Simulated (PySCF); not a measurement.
A structure optimised at B3LYP-D3(BJ)/def2-SVP, used in a PySCF frequency run:

```
V
O 1 1.5722
O 1 1.5722 2 110.18
F 1 1.7473 2 117.81 3 139.08
```

Task: Write its SMILES, formula and point group.

Result: [O]=[V](=[O])[F], FO2V, Cs

Task: What are its rotational constants (standard atomic weights)?

Result: 8.9509, 6.2976, 3.8827 GHz
